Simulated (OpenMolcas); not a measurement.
**Predicting a hybrid from its neighbours: CH7FSi2**

The species is CH7FSi2 (11 atoms), meant as a singlet with charge 0. SMILES: `F[SiH2]C[SiH3]`. The shape is that of a PBE0-D4/def2-TZVP optimisation. This is one conformer, not always the lowest.

The HOMO–LUMO gap y, in eV, basis 6-31G(d); a is the functional's share of exact exchange. Programs: OpenMolcas 26.06.

```
functional     program     a  y (eV)
    revPBE  OpenMolcas     0    7.29
      BLYP  OpenMolcas     0    7.23
     B3LYP  OpenMolcas   0.2       ?
      PBE0  OpenMolcas  0.25    9.45
     BHLYP  OpenMolcas   0.5   11.57
```

Task: Fit y = c + s·a to the known rows and predict B3LYP.

Result: 
1. Means of the 4 rows: a = 0.1875, y = 8.885.
2. Σ(Δa)² = 0.17188, Σ(Δa·Δy) = 1.4837, so the slope is 1.4837/0.17188 = 8.6322.
3. Intercept: 8.885 − (8.6322) × 0.1875 = 7.266. The largest residual of the fit is 0.036.
4. B3LYP: 7.266 + (8.6322) × 0.2 = 8.99 eV.

The run gave 9.00 eV, so the prediction is off by -0.01 eV, within the scatter of the fit. Exact exchange lowers occupied levels and raises empty ones. The rows mix families of semi-local functionals, which the line can't see.
